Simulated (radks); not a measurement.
Tc4+, configuration [Kr] 4d2 5d1 (not the ground configuration). Calculated with a radial shooting solver on a logarithmic mesh with Libxc functionals: Dirac Kohn-Sham, BP86, spin-unpolarised, spherical densities, finite nucleus; open shells are shared between the two j in proportion to 2j + 1; Fermi nuclear charge, rms radius 4.4112 fm.

Normalised radial functions P(r) = r R(r) (large component), r in bohr:

```
   r/bohr * 4p1/2, o 4d5/2 (the largest magnitude, 1.08, reaches the edge; | marks zero, & curves that meet)
 0.001351                             &
 0.001802                             &
 0.002422                             &
  0.00323                             &
 0.004309                             &
 0.005747                             &
 0.007665                             o*
  0.01031                             o*
  0.01374                             o *
  0.01833                             o *
  0.02445                             o   *
  0.03287                             o    *
  0.04384                             |o     *
  0.05848                             | o      *
  0.07799                             |  o     *
    0.104                             |    o *
   0.1399                             | *     o
   0.1865                       *     |         o
   0.2488                *            |           o
   0.3318               *             |         o
   0.4461                        *    |   o
    0.595                       o     |         *
   0.7936             o               |                       *
    1.059      o                      |                          *
    1.412       o                     |                   *
    1.898              o              |        *
    2.532                      o      |  *
    3.377                           o *
    4.504                             &
    6.055                             &
    8.076                             &
    10.77                             &
```

4p1/2: eigenvalue -100.34 eV, 2 radial nodes at r = 0.152, 0.496 bohr, <r> = 1.11 bohr, 90 % of the charge inside 1.62 bohr. 4d5/2: eigenvalue -55.560 eV, 1 radial node at r = 0.501 bohr, <r> = 1.39 bohr, 90 % of the charge inside 2.10 bohr.
